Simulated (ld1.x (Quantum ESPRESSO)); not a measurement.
Before and after: RRKJ potential for strontium (Sr)

| Property | Result |
| --- | --- |
| Element | strontium |
| Generator | ld1.x (Quantum ESPRESSO) 7.5 |
| Type | norm-conserving RRKJ (Kleinman–Bylander form) |
| Functional | BLYP |
| Relativity | scalar-relativistic |
| Frozen core | [Kr] |
| Valence charge | 2 |
| Reference configuration | 4d0 5s2 5p0 |
| Partial waves | 5p (bound, empty): rc 3.85 bohr; 4d (bound, empty): rc 3.50 bohr; 5s (bound): rc 2.60 bohr |
| Local potential | the s channel |
| Core correction | a·sin(br)/r model core inside 2.35 bohr |

Change: reference 4d1 5s1 5p0.

Cutoffs: the cutoffs (Ry, on a coarse ladder) from which the occupation-weighted sum of valence levels, in a spherical-Bessel basis at the reference potential, stays within 10 and 1 mRy of its value at 400 Ry; they do not see the model core or the augmentation charge, which bear on the density cutoff. Errors are all-electron minus pseudo energies relative to the spin-unpolarised reference configuration.

What does the change do?

The potential gets softer (10 Ry and 18 Ry → 10 Ry and 15 Ry); neither file shows a bound ghost.

| quantity | base | changed |
| --- | --- | --- |
| cutoff, loose | 10 Ry | 10 Ry |
| cutoff, tight | 18 Ry | 15 Ry |
| bound ghosts | none | none |
| largest error over its own tests, meV | -37 | -67 |
| s: phases at 4.18 bohr within 0.05 rad from the reference energy up to (Ry; the scan ends near 5) | 0.4 | 0.4 |
| p: phases at 4.18 bohr within 0.05 rad from the reference energy up to (Ry; the scan ends near 5) | 1.8 | 1.9 |
| d: phases at 4.18 bohr within 0.05 rad from the reference energy up to (Ry; the scan ends near 5) | 0.6 | 0.6 |
